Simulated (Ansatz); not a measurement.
Basis-set extrapolation for CH5AlOSi (PBE0-D4/def2-TZVP geometry, frozen core, Ansatz 0.2.0). Multiplicity 1, RHF reference.

|  | def2-TZVPP | def2-QZVPP |
| --- | --- | --- |
| HF | -646.522337 | -646.543911 |
| MP2 correlation | -0.610399 | -0.654738 |
| CCSD(T) correlation | -0.674828 | not run |

Energies in hartree. Use E(X) = E(∞) + A·exp(−7.88·√X) for Hartree–Fock and E(X) = E(∞) + B·X^(−2.97) for correlation, with X = 3 and 4, and add CCSD(T) minus MP2 of the smaller set to the MP2 limit.

Q: What is the CCSD(T) energy at the basis-set limit?

A: HF limit: -646.543911 + (-0.021574) × 0.13774 = -646.54688. MP2 limit: -0.654738 + (-0.044339) × 0.74074 = -0.68758. Higher-order term: -0.674828 − (-0.610399) = -0.06443. Total: -647.29889 hartree, 63.8 kcal/mol below CCSD(T)/def2-TZVPP.
